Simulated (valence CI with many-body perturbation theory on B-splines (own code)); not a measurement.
# Sc: what the settings do

Method: configuration interaction combined with many-body perturbation theory (CI+MBPT): three valence electrons over a frozen Dirac-Fock core [Ar], a basis of 6 s, 6 p, 5 d, 5 f, 1 g functions for each j, with the one-electron correlation potential Σ1 (screened to all orders), the two-electron term Σ2, the three-electron term Σ3, Breit, model QED; selected single and double excitations, second order for the rest, scaled by the run's own slope (own B-spline code, finite nucleus).

Against 18 measured levels this calculation errs by 172 cm⁻¹ on average and by 319 at most. These come from a selection out of the NIST Handbook of Basic Atomic Spectroscopic Data. Levels without a partner in it may be off by more, other configurations by 1,000 to 4,000 cm⁻¹.

The reference run has the lowest level 3d 4s2 2D_3/2 and an ionisation energy of 6.52715 eV. Its largest variational space holds 7034 state functions.

Changed runs:
A. lowest core n in screening and Σ2 1 → 3
B. Breit term on → off; QED terms on → off
C. Breit term on → off
D. closed core [Ar] → [Ar] 3d1 (bad on purpose)

Excitation energies of the reference run in cm⁻¹, and shifts in cm⁻¹:

```
                 Level  Reference         A         B         C
         3d 4s2 2D_5/2        169      +0.1       +26       +27
         3d2 4s 4F_3/2      11520      +7.7       +64       +47
         3d2 4s 4F_5/2      11557      +7.7       +71       +55
         3d2 4s 4F_7/2      11608      +7.8       +82       +66
         3d2 4s 4F_9/2      11674      +7.9       +96       +80
         3d2 4s 2F_5/2      14941       +13       +73       +54
         3d2 4s 2F_7/2      15056       +13       +95       +77
      3d 4s 4p 4F°_3/2      15418       +14      +7.2      -2.1
      3d 4s 4p 4F°_5/2      15502       +14       +15      +5.6
      3d 4s 4p 4F°_7/2      15629       +14       +27       +18
      3d 4s 4p 4D°_1/2      15691       +14       +16      +5.6
      3d 4s 4p 4D°_3/2      15714       +15       +17      +6.7
Ionisation energy (eV)    6.52715  +0.00395  +0.00174  +0.00099
```

Run D: It gave no result: the perturbation theory needs a core of closed shells. The program said: "the core must hold closed shells only".
